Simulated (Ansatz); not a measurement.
[AlF6]3- (AlF6³⁻). Charge -3, multiplicity 1. Geometry r2SCAN-D4/def2-SVPD.

```xyz
7

Al    0.000    0.000    0.000
F     0.438    0.259   -1.828
F    -0.438   -0.259    1.828
F     0.195    1.861    0.311
F    -0.195   -1.861   -0.311
F     1.835   -0.260    0.404
F    -1.835    0.259   -0.404
```

B3LYP takes the VWN-RPA correlation. A multiply charged anion in the gas phase is held together partly by the finite basis. Removing one electron lowers the energy by 3.73 eV at PBE0-D4/def2-TZVPD, so it isn't bound. At HF/def2-TZVPD, PBE-D4/def2-TZVPD, B3LYP-D4/def2-TZVPD, PBE0-D4/def2-SVPD and others the highest occupied level of the charge -3 singlet lies above zero (up to 7.35 eV). By energy differences it is unbound by 4.66 eV (vertical, against the charge -2 doublet, at PBE-D4/def2-TZVPD) and held by the finite basis.

Estimate the orbital energies around the gap (eV) in Ansatz with HF/def2-TZVPD, PBE-D4/def2-TZVPD, B3LYP-D4/def2-TZVPD, PBE0-D4/def2-SVPD, PBE0-D4/def2-TZVPD.


```csv
orbital,HF/def2-TZVPD,PBE-D4/def2-TZVPD,B3LYP-D4/def2-TZVPD,PBE0-D4/def2-SVPD,PBE0-D4/def2-TZVPD
HOMO−9,-0.38,6.13,4.65,4.41,4.45
HOMO−8,-0.08,6.75,5.23,5.01,5.02
HOMO−7,-0.08,6.75,5.23,5.01,5.02
HOMO−6,-0.08,6.75,5.23,5.01,5.02
HOMO−5,0.06,6.86,5.28,5.05,5.06
HOMO−4,0.06,6.86,5.28,5.05,5.06
HOMO−3,0.06,6.86,5.28,5.05,5.06
HOMO−2,0.51,7.35,5.80,5.56,5.58
HOMO−1,0.51,7.35,5.80,5.56,5.58
HOMO,0.51,7.35,5.80,5.56,5.58
LUMO,12.17,10.34,10.68,10.44,10.87
LUMO+1,12.97,11.28,11.61,13.67,11.82
LUMO+2,12.97,11.28,11.61,13.67,11.82
LUMO+3,13.17,11.28,11.61,13.67,11.82
LUMO+4,13.17,11.32,11.62,13.91,11.82
LUMO+5,13.17,11.32,11.62,13.91,11.82
```
